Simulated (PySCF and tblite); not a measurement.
Values are calculated unless marked as measured or tabulated.
System: C₃H₇BClN, numbered as in [CH2:1]=[CH:2][B:3]([Cl:4])[NH:5][CH3:6].

The path came from a restrained scan, a climbing-image band and a saddle search at GFN2-xTB; energies are CAM-B3LYP/pcSseg-1 + D3(BJ), IEF-PCM acetone//GFN2-xTB, thermal terms GFN2-xTB. Rates follow Eyring's equation with the number of equivalent paths and no tunnelling. Run with tblite and PySCF.

(1) What barrier does the rotation about the B3–C2 bond (torsion Cl4–B3–C2–C1 from 0° to 194°, rising) meet, and how fast is it at 298 K?

Results:

(1) The electronic barrier is 4.0 kcal/mol and ΔG‡(298 K) 4.1 kcal/mol, over a C1 saddle with an imaginary mode of 78i cm⁻¹ (GFN2-xTB). With 2 equivalent paths, k is 1.2×10¹⁰ s⁻¹, a mean lifetime of the start of 85 ps against this motion. The end lies 1.2 kcal/mol above the start in free energy.
